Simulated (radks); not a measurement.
Nd+, configuration [Xe] 4f4 6s1.

All-electron calculation, scalar-relativistic Kohn-Sham, r2SCAN, spin-polarised, spherical densities, finite nucleus; open shells are filled with parallel spins first (spin-orbit coupling, left out, can overturn this in heavy ions); meta-GGA in the generalised Kohn-Sham scheme; Fermi nuclear charge, rms radius 4.9123 fm. Program: a radial shooting solver on a logarithmic mesh with Libxc functionals.

Energy parts (eV):
| part | energy |
|---|---|
| total | -261894.79 |
| kinetic | 278726.30 |
| electron-nucleus | -635715.00 |
| Hartree | 101152.94 |
| exchange-correlation | -6059.02 |

Orbitals (lengths in bohr, moments of r in powers of bohr; <r^-3> diverges for s and p1/2; r(max) is where P^2 peaks):
orbital  occ.  eigenvalue (eV)  <r^-3>   r(max)      <r^4>
1s up       1        -43472.95       -  0.01510  1.529e-06
1s down     1        -43472.94       -  0.01510  1.529e-06
2s up       1        -7055.948       -  0.08545  0.0002489
2s down     1        -7055.968       -  0.08545  0.0002489
2p up       3        -6304.904    9018  0.06893  0.0001836
2p down     3        -6304.911    9018  0.06893  0.0001835
3s up       1        -1543.053       -   0.2434   0.009884
3s down     1        -1541.721       -   0.2434   0.009859
3p up       3        -1304.868    1842   0.2385    0.01036
3p down     3        -1303.530    1845   0.2384    0.01032
3d up       5        -974.4873   250.3   0.1964   0.008510
3d down     5        -973.4321   250.7   0.1963   0.008470
4s up       1        -316.1321       -   0.5655     0.2526
4s down     1        -312.3754       -   0.5652     0.2520
4p up       3        -237.7584   396.0   0.5902     0.3320
4p down     3        -233.9186   396.4   0.5897     0.3313
4d up       5        -125.9645   44.56   0.6191     0.5534
4d down     5        -122.0018   44.61   0.6184     0.5568
4f up       4          -8.4009   4.951   0.6622      8.914
4f down     0          -4.8132   4.690   0.6643      19.72
5s up       1         -48.3652       -    1.319      8.728
5s down     1         -46.1054       -    1.333      9.432
5p up       3         -29.3066   54.30    1.491      17.36
5p down     3         -27.6056   50.83    1.512      18.15
6s up       1          -8.6678       -    3.588      467.4

The highest occupied level is 4f up at -8.401 eV. The electron density at the nucleus is 4.722e+05 e/bohr^3 (large components only). Spin moment in Bohr magnetons: 5. For comparison, the ionisation energy in NIST's Atomic Spectra Database is 10.78 eV (semi-empirical). In exact Kohn-Sham theory the highest level is minus the ionisation energy, but local and semilocal functionals leave it too shallow, through self-interaction and a potential that decays too fast; potentials with the right tail come closer. Summed over all electrons, <r^2> = 60.50 bohr^2, which gives a Langevin (diamagnetic) susceptibility term of -47.9 x 10^-6 cm^3/mol. The spin density at the nucleus is 26.37 e/bohr^3 (1s 0.15, 2s -0.03, 3s -6.80, 4s -0.95, 5s 11.52, 6s 22.47).
